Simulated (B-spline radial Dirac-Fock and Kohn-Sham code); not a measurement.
# Auger decay of the N4 hole in Pt⁺

System: platinum as Pt⁺, [Xe] 4f14 5d9.

The run's input, task.json:

```json
{"items": [{
  "Z": 78,
  "q": 1,
  "cfg": [[1, 0, 2], [2, 0, 2], [2, 1, 6], [3, 0, 2], [3, 1, 6], [3, 2, 10], [4, 0, 2], [4, 1, 6], [4, 2, 10], [4, 3, 14], [5, 0, 2], [5, 1, 6], [5, 2, 9]],
  "A": 195,
  "rrms": 5.427,
  "do": ["binding", "quiet", "decay"],
  "holes": ["K", "L1", "L2", "L3", "M1", "M2", "M3", "M4", "M5", "N1", "N2", "N3", "N4", "N5", "N6", "N7"]
}]}
```

Run with: `python xray_run.py task.json out`

Method: one-electron (LDA, Dirac) transition rates at Dirac-Fock energies. Computed with a radial B-spline solver. Kinetic energies are configuration averages from the vacuum level; the two-hole energies are estimated from single-hole states.

```
transition  kinetic energy (eV)  width (meV)  share (%)
   N4-N6O1                120.3          539        7.0
   N4-N7O1                123.6         50.2        0.7
   N4-N6N6                147.5         1040       13.5
   N4-N6N7                150.1         3260       42.4
   N4-N6O2                159.6          433        5.6
   N4-N7O2                162.7         99.0        1.3
   N4-N6O3                175.0          620        8.0
   N4-N6O4                229.3          412        5.3
   N4-N6O5                230.9          412        5.4
   N4-N7O4                232.6          472        6.1
```

Coster-Kronig rates are the weakest part of this model and often come out 1.5 to 2.5 times too large. Super-Coster-Kronig decay this fast strains the one-particle picture, and such widths tend to come out too large. The listed channels hold 95 % of the non-radiative rate. Summed by principal shells, of 7.70 eV in all: NNN 56.4 %, NNO 40.2 %, NOO 3.4 %.
